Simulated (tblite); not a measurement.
Compound: C3H13NOSi3.
Numbering: `[CH2:1]=[N:2][SiH2:3][Si@@H:4]([CH2:5][SiH3:6])[O:7][CH3:8]` (hydrogens: H9, H10 on C1; H11, H12 on Si3; H13 on Si4; H14, H15 on C5; H16, H17, H18 on Si6; H19, H20, H21 on C8)

Structure optimised with GFN2-xTB, isolated species.

**Question.** List the bond lengths, angles and torsions at this level.

**Answer.** 
| bond | length (pm) |
| --- | --- |
| C1=N2 | 124.9 |
| N2–Si3 | 171.9 |
| Si3–Si4 | 230.9 |
| Si4–C5 | 189.7 |
| C5–Si6 | 189.6 |
| Si4–O7 | 162.8 |
| O7–C8 | 139.5 |
| C1–H9 | 109.3 |
| C1–H10 | 108.8 |
| Si3–H11 | 147.5 |
| Si3–H12 | 146.8 |
| Si4–H13 | 148.1 |
| C5–H14 | 108.9 |
| C5–H15 | 108.9 |
| Si6–H16, Si6–H17, Si6–H18 | 146.7 |
| C8–H19, C8–H20, C8–H21 | 109.2 |

Bonds in one row agree within 1 pm and their mean is given. A selection of angles:
| angle | degrees |
| --- | --- |
| C1–N2–Si3 | 135.4 |
| N2–Si3–Si4 | 105.1 |
| Si3–Si4–C5 | 114.4 |
| Si3–Si4–O7 | 113.1 |
| C5–Si4–O7 | 101.2 |
| Si4–C5–Si6 | 115.5 |
| Si4–O7–C8 | 127.3 |

Torsions: C1–N2–Si3–Si4 103° (anticlinal); N2–Si3–Si4–C5 -108° (anticlinal); Si3–Si4–C5–Si6 58° (synclinal); Si3–Si4–O7–C8 51° (synclinal).

Si6 (SiH3 silicon) is tetrahedral (angles from 108.3° to 111.7°). Si4 (oxygen-bound silicon) is distorted tetrahedral (angles from 101.2° to 114.4°). N2 (C=N nitrogen) is bent (angle 135.4°). Si3 (SiH2 silicon) is distorted tetrahedral (angles from 99.3° to 116.2°). Of the pairs four or more bonds apart, N2···H20 is among the closest relative to their van der Waals radii: 2.53 Å, 92 % of the sum of Bondi's values.

Point group: C1 (no symmetry element, even within 0.4 Å). Its GFN2-xTB frequencies are all real (lowest 21 cm⁻¹). One conformer, not necessarily the lowest.

Hardware: one thread, Arm Neoverse N1 (aarch64), shared host. Cost: 4.4 s. These figures are those of the optimisation.

These are computed values.
